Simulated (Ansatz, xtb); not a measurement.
Isomers of C5H5OPS in order of energy

6 gas-phase structures of C5H5OPS, from a drawn sample of its isomers (lower ones may exist). Each was relaxed with GFN2-xTB:

A. `OC1=PC=CC=C1S`, a singlet
B. `OC1=C(S)C=CP=C1`, a singlet
C. `OC1=CP=C(S)C=C1`, a singlet
D. `OC1=C(S)C=PC=C1`, a singlet
E. `OC1=CC(S)=CP=C1`, a singlet
F. `OC1=CC=CP=C1S`, a singlet

Q: Which do you expect lowest at r2SCAN-D4/def2-SVP, and how would the others follow?

A: Calculated order at r2SCAN-D4/def2-SVP: B (0.0), F (0.9), E (1.1), C (1.3), A (1.6), D (1.9) kcal/mol. Less than 1 kcal/mol parts B and F; F and E; E and C; C and A; A and D, so the order within those pairs means little. CCSD(T)/def2-SVP + ΔMP2/def2-TZVPP after further relaxation puts F lowest instead.

Energies above the lowest of each column, in kcal/mol; the last columns are at B3LYP-D3(BJ)/def2-SVP geometries and were run for some of them only (a dash: not run or not comparable):

```csv
structure,GFN2-xTB,HF/STO-3G,r2SCAN-D4/def2-SVP,B3LYP-D3(BJ)/def2-SVP,CCSD(T)/def2-SVP + ΔMP2/def2-TZVPP
B,0.6,0.0,0.0,2.3,1.7
F,1.9,3.4,0.9,0.0,0.0
E,0.0,0.4,1.1,3.2,2.2
C,1.7,1.7,1.3,3.3,2.7
A,1.8,1.6,1.6,3.9,3.7
D,1.6,2.6,1.9,–,–
```

CCSD(T)/def2-SVP + ΔMP2/def2-TZVPP puts F lowest of those it was run on; GFN2-xTB picks E, HF/STO-3G picks B, r2SCAN-D4/def2-SVP picks B. CCSD(T)/def2-SVP + ΔMP2/def2-TZVPP orders those it was run on as F (0.0), B (1.7), E (2.2), C (2.7), A (3.7) kcal/mol. Less than 1 kcal/mol parts B and E; E and C, so the order within those pairs means little. Some further structures that were screened fall inside this span and aren't listed. Flexible structures stand in one conformer each, not always the lowest. Frequencies (GFN2-xTB) were run for A, B, C, E alone. ΔMP2 is the change of the MP2 energy from the smaller to the larger basis.

Over these structures GFN2-xTB departs from r2SCAN-D4/def2-SVP by 0.6 kcal/mol on average once a common shift is removed. A GFN2-xTB relaxation took about 0.066 s and the r2SCAN-D4/def2-SVP energy about 3.5 s on a shared host (Ansatz 0.2.0, xtb 6.7.1).
